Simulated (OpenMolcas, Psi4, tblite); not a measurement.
## SnH2ClO2 (SMILES [OH][Sn]([OH])[Cl]): methods side by side

SnH2ClO2 has 6 atoms, charge 0, and is taken as a doublet. As SMILES, `[OH][Sn]([OH])[Cl]`. Geometry: relaxed at PBE0-D4/def2-TZVP. This is one conformer, not always the lowest.

```xyz
6

O    -0.4474    1.4005   -0.1583
Sn    0.3718   -0.3182   -0.6597
O     1.2565   -0.8479    1.0077
Cl   -1.3282   -1.8771   -1.1066
H    -1.1827    1.6664   -0.7185
H     1.3721   -0.0878    1.5892
```

Quantity: the dipole moment, in D. The values are calculated.

| level | kind | program | value (D) | CPU time |
| --- | --- | --- | --- | --- |
| IPEA1-xTB | semi-empirical | tblite | 3.15 | under 2 s |
| UHF/def2-SVP (core potential) | Hartree–Fock | OpenMolcas | 3.06 | 8.8 s |
| USVWN5/def2-SVP (core potential) | LDA | OpenMolcas | 2.31 | 28 s |
| UBLYP/def2-SVP (core potential) | GGA | OpenMolcas | 2.25 | 44 s |
| UPBE/def2-SVP (core potential) | GGA | OpenMolcas | 2.33 | 44 s |
| UM06-L/def2-SVP (core potential) | meta-GGA | OpenMolcas | 2.65 | 51 s |
| UB3LYP/def2-SVP (core potential) | global hybrid | OpenMolcas | 2.44 | 36 s |
| UCAM-B3LYP/def2-SVP (density fitting, core potential) | range-separated hybrid | Psi4 | 2.55 | 6 s |

The values span 2.25 to 3.15 D. Magnitudes only. Times are those of the runs behind each value, whatever else they computed, on shared processors of several kinds: orders of magnitude only.
